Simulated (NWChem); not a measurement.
CF₂ cation, doublet

```xyz
3

F      1.0870     0.0000    -0.1431
C      0.0000     0.0000     0.4293
F     -1.0870     0.0000    -0.1431
```
Atoms are numbered in this order, from 1.

Results from NWChem. Spin-unrestricted. In the optimisation the excess spin sits in a1 (C2v, its own frame). Coordinates come from a B3LYP/6-31G* (spherical d), spin-unrestricted optimisation. No stability test was run on the SCF state.

Estimate the computed values for B3LYP/def2-SVP. Quantities: highest occupied level (eV); lowest empty minus highest occupied level, either spin (eV); <S²>.

The highest occupied level (eV) is -18.92 and the lowest empty minus highest occupied level, either spin (eV) is 5.11. The <S²> comes out as 0.753.
